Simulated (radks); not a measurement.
The mean radii <r> (bohr) of the occupied orbitals of an atom or ion are listed with their occupations. Method: non-relativistic Kohn-Sham, PBE, spin-polarised, spherical densities, point nucleus; computed with a radial shooting solver on a logarithmic mesh with Libxc functionals.

| orbital | occ. | <r> |
|---|---|---|
| 1s up | 1 | 0.04369 |
| 1s down | 1 | 0.04369 |
| 2s up | 1 | 0.1933 |
| 2s down | 1 | 0.1929 |
| 2p up | 3 | 0.1669 |
| 2p down | 3 | 0.1665 |
| 3s up | 1 | 0.5221 |
| 3s down | 1 | 0.5247 |
| 3p up | 3 | 0.5154 |
| 3p down | 3 | 0.5187 |
| 3d up | 4 | 0.4821 |

Name the element and its charge. Open shells, if any, are filled with parallel spins first.

Answer. Z = 35, bromine, charge +13: Br13+ in [Ar] 3d4. The 1s radius gives Z: for a bare nucleus <r> = 1.5/Z, 0.04286 bohr for Z = 35, and screening makes it slightly larger (0.04369 here). The occupations add up to 22, and the charge is Z minus that.
